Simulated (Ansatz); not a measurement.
GeF₂. Charge 0, multiplicity 1. Geometry PBE-D4/def2-TZVP, basis def2-TZVP, Ansatz.

| run | HOMO (eV) | LUMO (eV) |
| --- | --- | --- |
| A | -11.66 | -0.45 |
| B | -10.26 | -1.91 |
| C | -9.27 | -2.68 |
| D | -10.45 | -1.68 |
| E | -9.03 | -2.70 |
| F | -8.55 | -3.13 |

LC-ωPBE has ω = 0.4 bohr⁻¹.

Task: The runs used BHLYP, CAM-B3LYP, LC-ωPBE, PBE0, r2SCAN0, r2SCANh. Estimate which is which.

Result: A LC-ωPBE (range-separated); B BHLYP (50 % exact exchange); C r2SCAN0 (25 % exact exchange); D CAM-B3LYP (range-separated); E PBE0 (25 % exact exchange); F r2SCANh (10 % exact exchange). Exact exchange lowers occupied and raises empty levels; among semilocal functionals meta-GGAs tend to open the gap a little, and such runs are hard to tell apart. The gap grows from 5.43 eV (r2SCANh) to 11.21 eV (LC-ωPBE).
